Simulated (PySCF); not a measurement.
A side-by-side comparison of computed properties.

First species: C5H9N3Si.
Bonds: C1–N2, N2–Si3, Si3–C4, C4–N5 (aromatic), N5–C6 (aromatic), C6–C7 (aromatic), C7–C8 (aromatic), C8–N9 (aromatic), C4–N9 (aromatic). Hydrogens: H10, H11, H12 on C1; H13 on N2; H14, H15 on Si3; H16 on C6; H17 on C7; H18 on C8.

Second species: C₆H₁₄Si.
Atom-mapped SMILES: `[CH2:1]=[C:2]([CH3:3])[Si:4]([CH3:5])([CH3:6])[CH3:7]` (hydrogens: H8, H9 on C1; H10, H11, H12 on C3; H13, H14, H15 on C5; H16, H17, H18 on C6; H19, H20, H21 on C7)

Levels: PBE0/pcSseg-1 for dipole moment, HOMO energy, LUMO energy and HOMO–LUMO gap; GFN2-xTB for rotational constant A and rotational constant C. Geometries: GFN2-xTB. Each structure is a single optimised conformer of the isolated species, non-relativistic unless stated. Electronic properties by PySCF.

The conformers computed, where there is a choice (atom-mapped SMILES and torsion angles):
- `[CH3:1][NH:2][SiH2:3][c:4]1[n:5][cH:6][cH:7][cH:8][n:9]1`: C1–N2–Si3–C4 176°, N2–Si3–C4–N5 -14°
- `[CH2:1]=[C:2]([CH3:3])[Si:4]([CH3:5])([CH3:6])[CH3:7]`: C1–C2–Si4–C5 142°

**Question.** Which has the higher HOMO–LUMO gap?

**Answer.** The second: 7.47 eV against 5.21 eV, a difference of 2.26 eV.

**Question.** Which has the higher dipole moment?

**Answer.** The first: 2.45 D against 0.30 D, a difference of 2.15 D.

**Question.** Which has the higher LUMO energy?

**Answer.** The second: 0.20 eV against -1.23 eV, a difference of 1.43 eV.

**Question.** Which has the higher rotational constant A?

**Answer.** The first: 3.910 GHz against 2.341 GHz, a difference of 1.569 GHz.

**Question.** Which of the two has the higher rotational constant C, and by how much?

**Answer.** The second: 1.390 GHz against 0.657 GHz, a difference of 0.733 GHz.

**Question.** Which of the two has the higher HOMO energy, and by how much?

**Answer.** The first: -6.44 eV against -7.27 eV, a difference of 0.83 eV.

On the first: The dipole matches unit charges of opposite sign 0.51 Å apart (1 e·Å = 4.8032 D). A dipole of 2.45 D is allowed in C1, and pure rotational transitions are dipole-allowed.

On the second: The dipole matches unit charges of opposite sign 0.06 Å apart (1 e·Å = 4.8032 D). A dipole of 0.30 D is allowed in C1, and pure rotational transitions are dipole-allowed.
